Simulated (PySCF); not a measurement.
Below is a simulated gas-phase Cl 2p photoelectron spectrum of trans-Ge(PH3)2Cl4 (`[PH3]->[Ge](<-[PH3])([Cl])([Cl])([Cl])[Cl]`).

Every computed line was given a Gaussian of 0.7 eV full width at half maximum and an area set by the number of equivalent atoms (split 2:1 within a doublet); the highest printed point is 100. Computed with delta-SCF UKS SCAN, pcX-2 on the ionised atom, pcseg-1 elsewhere, spin-free X2C (PySCF).

binding energy (eV), intensity and a bar:
```
    203.5          0 
    203.6          1 
    203.7          3 #
    203.8          8 ##
    203.9         15 #####
    204.0         28 ########
    204.1         45 ##############
    204.2         65 ####################
    204.3         84 #########################
    204.4         97 #############################
    204.5        100 ##############################
    204.6         92 ############################
    204.7         75 #######################
    204.8         55 #################
    204.9         36 ###########
    205.0         21 ######
    205.1         11 ###
    205.2          6 ##
    205.3          3 #
    205.4          3 #
    205.5          6 ##
    205.6         10 ###
    205.7         18 #####
    205.8         27 ########
    205.9         37 ###########
    206.0         46 ##############
    206.1         50 ###############
    206.2         49 ###############
    206.3         42 #############
    206.4         33 ##########
    206.5         23 #######
    206.6         14 ####
    206.7          8 ##
    206.8          4 #
    206.9          2 
    207.0          1 
    207.1          0
```

Q: Count the maxima, the lines and the sites behind this envelope.

A: The curve has 2 maxima (at 204.5 and 206.1 eV). Under it lie 2 lines from 1 inequivalent chlorine site, drawn as a 2p3/2, 2p1/2 pair.

Q: Decompose the envelope and assign each component. Bonds: Ge1–P2, Ge1–P6, Ge1–Cl10, Ge1–Cl11, Ge1–Cl12, Ge1–Cl13. Hydrogens: H3, H4, H5 on P2; H7, H8, H9 on P6.

A: 
```csv
position (eV),relative area,line,atoms,environment
204.47,2.67,Cl 2p3/2,Cl10/Cl11/Cl12/Cl13,chlorine bonded to Ge
206.13,1.33,Cl 2p1/2,Cl10/Cl11/Cl12/Cl13,chlorine bonded to Ge
```

The curve has no shake-up lines and no vibrational structure. Topologically equivalent atoms share the value of their first member; where this conformer doesn't relate them by symmetry, their own values could differ. 2p3/2 and 2p1/2 are the ΔSCF energy of one spin-free 2p hole plus the eigenvalues of a spin–orbit and ligand-field matrix of the shell. 2p1/2 minus 2p3/2 (ligand field included): Cl 1.65 eV. Isolated species at its PBE0-D3(BJ)/def2-SVP geometry, gas phase.
